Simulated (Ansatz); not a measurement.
Basis-set extrapolation for BH7OSSi2 (PBE0-D4/def2-TZVP geometry, frozen core, the Gaussian-basis code of Ansatz). Multiplicity 1, RHF reference.

|  | def2-TZVPP | def2-QZVPP |
| --- | --- | --- |
| HF | -1079.125973 | -1079.159775 |
| MP2 correlation | -0.789486 | -0.850811 |
| CCSD(T) correlation | -0.886192 | not run |

Energies in hartree. Use E(X) = E(∞) + A·exp(−7.88·√X) for Hartree–Fock and E(X) = E(∞) + B·X^(−2.97) for correlation, with X = 3 and 4, and add CCSD(T) minus MP2 of the smaller set to the MP2 limit.

What is the CCSD(T) energy at the basis-set limit?

HF limit: -1079.159775 + (-0.033802) × 0.13774 = -1079.16443. MP2 limit: -0.850811 + (-0.061325) × 0.74074 = -0.89624. Higher-order term: -0.886192 − (-0.789486) = -0.09671. Total: -1080.15738 hartree, 381.3 kJ/mol below CCSD(T)/def2-TZVPP.
